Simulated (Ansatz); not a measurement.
Born–Oppenheimer molecular dynamics of CH5Cl2NSi (10 atoms, charge 0, multiplicity 1). It starts from a relaxed structure.

Method: RKS PBE-D4/6-31G* in Ansatz.

- ensemble: NVT, Langevin thermostat
- time step: 0.5 fs
- steps asked: 150
- set temperature: 500 K
- friction: 0.02 /fs
- seed: 896809

First frame:

```xyz
10
Properties=species:S:1:pos:R:3
Si 0.065 0.100 0.079
N 0.002 0.098 1.803
H -0.920 0.056 2.243
H 0.663 -0.497 2.305
Cl 2.077 0.272 -0.408
C -0.924 1.513 -0.634
H -1.984 1.433 -0.338
H -0.525 2.472 -0.267
H -0.875 1.502 -1.734
Cl -0.620 -1.675 -0.810
```

(1) What does the run give?

(2) What happens to the structure?

(3) How do temperature and energy run in time?

## Answers

(1) The run went to its last step.

```yaml
steps_done: 150
time_covered: 75 fs
mean_temperature_over_the_second_half: 338 K
spread_of_the_potential_energy_over_the_second_half: 5.0 meV per atom
mean_potential_energy_of_the_second_half_above_the_start: 47.4 meV per atom
```

The mean temperature of the second half is 32 % below the set value. A run of 0.075 ps of so small a system gives no equilibrium averages.

(2) The same pairs are bonded in the first frame and the last. Pairs count as bonded within 1.25 times the sum of covalent radii (0.12 Å more for H–H). Another seed would give other details.

(3) 
| time (fs) | T (K) | potential energy less start (eV) |
| --- | --- | --- |
| 0 | 450 | 0.000 |
| 3.5 | 332 | 0.243 |
| 7 | 201 | 0.240 |
| 10.5 | 327 | 0.152 |
| 14 | 242 | 0.217 |
| 17.5 | 228 | 0.291 |
| 21 | 439 | 0.171 |
| 24.5 | 452 | 0.284 |
| 28 | 402 | 0.438 |
| 31.5 | 353 | 0.462 |
| 35 | 428 | 0.406 |
| 38.5 | 398 | 0.436 |
| 42 | 300 | 0.517 |
| 45.5 | 394 | 0.391 |
| 49 | 298 | 0.489 |
| 52.5 | 269 | 0.569 |
| 56 | 341 | 0.411 |
| 59.5 | 362 | 0.415 |
| 63 | 288 | 0.556 |
| 66.5 | 280 | 0.539 |
| 70 | 395 | 0.457 |
| 73.5 | 411 | 0.423 |

Time of the run: 5.7 min on 2 threads of Arm Neoverse V1, on a shared host, peak memory 0.15 GiB.
